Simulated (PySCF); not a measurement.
Relaxation of singlet PbSF2

Method: PBE0 in PySCF with Pb def2-TZVP with ECP60, S def2-TZVP, F def2-TZVP; scalar-relativistic core potentials, no spin–orbit coupling; density-fitted integrals. A (50,194) grid was used.

A hand-made T-shaped (ligand arrangement 2) start, of C2v symmetry, held to at least that symmetry:

```xyz
4
charge 0 multiplicity 1, angstrom
Pb    0.0000    0.0000   -0.2733
S     0.0000    0.0000    2.0167
F     2.0787    0.0000   -0.2007
F    -2.0787    0.0000   -0.2007
```

Question: What does it relax to?

Answer: It ends at C2v with Pb–F 1.994 Å (×2), Pb–S 2.267 Å; F–Pb–F 92.4°, F–Pb–S 133.8° (×2) (after a last refinement on a finer grid). A frequency run shows a minimum. Other isomers or separated fragments may lie lower.

Question: How much energy is released, and in how many steps?

Answer: 264.3 kJ/mol in 9 steps.

No spin–orbit coupling is included, which matters more the heavier the element.

The relaxation took roughly 2.3 core-minutes on a shared host.
